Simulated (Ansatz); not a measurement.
Computed with Ansatz on PBE0-D4/def2-TZVP structures; ΔE is electronic, products minus reactants. CCSD(T)/CBS is the MP2 limit (def2-TZVPP, def2-QZVPP) plus CCSD(T) − MP2 in def2-TZVPP, frozen cores. DFT in def2-TZVPP. For Ge, Se outer-core shells are correlated without core-valence functions, which leaves a few kJ/mol of doubt a bond. Scalar relativity is left out up to krypton. One conformer a species, not always the lowest.

Consider the redistribution: `C[Se]BCF` + `[OH][GeH2][OH]` → `OBCF` + `C[Se][GeH2][OH]`.

| species | r2SCAN energy (Eh) |
| --- | --- |
| `C[Se]BCF` | -2606.03954 |
| `[OH][GeH2][OH]` | -2229.88793 |
| `OBCF` | -240.44600 |
| `C[Se][GeH2][OH]` | -4595.51242 |

Work out ΔE.

ΔE = (-240.44600) + (-4595.51242) − (-2606.03954) − (-2229.88793) = -0.03095 Eh = -81.3 kJ/mol. CCSD(T)/CBS gives -78.4 kJ/mol.

Largest T1 diagnostic among the species: 0.012.

In def2-TZVPP, CCSD(T) changes the Hartree–Fock value by +13.4 kJ/mol (the triples alone add +2.3 kJ/mol) and MP2 by +14.4 kJ/mol. From PBE to PBE0 (25 % exact exchange), in def2-TZVPP and without D4, ΔE moves by −3.0 kJ/mol.
